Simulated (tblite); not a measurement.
Species: C4H11GeNSi2.
Atom-mapped SMILES: `[CH:1]#[C:2][GeH2:3][C@@H:4]1[CH2:5][SiH2:6][Si@@H:7]1[NH2:8]` (hydrogens: H9 on C1; H10, H11 on Ge3; H12 on C4; H13, H14 on C5; H15, H16 on Si6; H17 on Si7; H18, H19 on N8)

Computed with GFN2-xTB (tblite), gas phase: L-BFGS steps from a force-field or distance-geometry start until the largest atomic force falls under 0.01 eV/Å.

At the end of the run (lengths in Å): Si6–Si7 2.321, C4–Si7 1.942, C4–C5 1.551, C5–Si6 1.928, Si7–N8 1.727, Si7–H17 1.470, Ge3–C4 1.972, C4–C5–Si6 101.4°, Si6–Si7–N8 117.6°, C4–Si7–N8 119.1°, C5–C4–Si7 101.0°, C2–Ge3–C4–C5 170°, Ge3–C4–C5–Si6 -110°, C4–C5–Si6–Si7 -8°, H13–C5–C4–Ge3 131°, H17–Si7–C4–Ge3 -124°.

Question: These geometries were met on the way; a selection of coordinates is given. Order them by energy above the end point, lowest first.
A. Si6–Si7 2.304, C4–Si7 1.965, C4–C5 1.573, C5–Si6 1.917, Si7–N8 1.726, Si7–H17 1.417, Ge3–C4 1.923, C4–C5–Si6 90.8°, Si6–Si7–N8 107.7°, C4–Si7–N8 112.0°, C5–C4–Si7 89.3°, C2–Ge3–C4–C5 -153°, Ge3–C4–C5–Si6 -175°, C4–C5–Si6–Si7 44°, H13–C5–C4–Ge3 61°, H17–Si7–C4–Ge3 -76°
B. Si6–Si7 2.320, C4–Si7 1.927, C4–C5 1.532, C5–Si6 1.952, Si7–N8 1.759, Si7–H17 1.483, Ge3–C4 1.947, C4–C5–Si6 93.0°, Si6–Si7–N8 104.2°, C4–Si7–N8 106.3°, C5–C4–Si7 96.4°, C2–Ge3–C4–C5 -146°, Ge3–C4–C5–Si6 -177°, C4–C5–Si6–Si7 36°, H13–C5–C4–Ge3 50°, H17–Si7–C4–Ge3 -60°
C. Si6–Si7 2.219, C4–Si7 1.845, C4–C5 1.478, C5–Si6 1.873, Si7–N8 1.781, Si7–H17 1.454, Ge3–C4 1.942, C4–C5–Si6 87.9°, Si6–Si7–N8 109.8°, C4–Si7–N8 118.1°, C5–C4–Si7 88.3°, C2–Ge3–C4–C5 -156°, Ge3–C4–C5–Si6 -175°, C4–C5–Si6–Si7 48°, H13–C5–C4–Ge3 73°, H17–Si7–C4–Ge3 -81°
D. Si6–Si7 2.328, C4–Si7 1.932, C4–C5 1.536, C5–Si6 1.947, Si7–N8 1.736, Si7–H17 1.457, Ge3–C4 1.972, C4–C5–Si6 96.0°, Si6–Si7–N8 107.3°, C4–Si7–N8 108.5°, C5–C4–Si7 95.9°, C2–Ge3–C4–C5 -143°, Ge3–C4–C5–Si6 -175°, C4–C5–Si6–Si7 33°, H13–C5–C4–Ge3 61°, H17–Si7–C4–Ge3 -52°
E. Si6–Si7 2.356, C4–Si7 1.915, C4–C5 1.542, C5–Si6 1.914, Si7–N8 1.725, Si7–H17 1.469, Ge3–C4 1.973, C4–C5–Si6 98.0°, Si6–Si7–N8 113.7°, C4–Si7–N8 115.3°, C5–C4–Si7 99.8°, C2–Ge3–C4–C5 -138°, Ge3–C4–C5–Si6 -164°, C4–C5–Si6–Si7 25°, H13–C5–C4–Ge3 69°, H17–Si7–C4–Ge3 -68°

Answer: E (0.263 eV), D (0.424 eV), B (0.694 eV), A (1.144 eV), C (1.932 eV).

```json
{"step": "30", "E above end (eV)": "0.263", "rms distance from the end, all atoms (Å)": "1.557", "largest force (eV/Å)": "0.210", "rms shift of all bonds from the end (Å)": "0.011"}
{"step": "17", "E above end (eV)": "0.424", "rms distance from the end, all atoms (Å)": "1.711", "largest force (eV/Å)": "0.261", "rms shift of all bonds from the end (Å)": "0.008"}
{"step": "8", "E above end (eV)": "0.694", "rms distance from the end, all atoms (Å)": "1.768", "largest force (eV/Å)": "1.003", "rms shift of all bonds from the end (Å)": "0.015"}
{"step": "3", "E above end (eV)": "1.144", "rms distance from the end, all atoms (Å)": "1.787", "largest force (eV/Å)": "1.230", "rms shift of all bonds from the end (Å)": "0.023"}
{"step": "0", "E above end (eV)": "1.932", "rms distance from the end, all atoms (Å)": "1.794", "largest force (eV/Å)": "3.507", "rms shift of all bonds from the end (Å)": "0.045"}
```

Rows stand in the order of the answer.
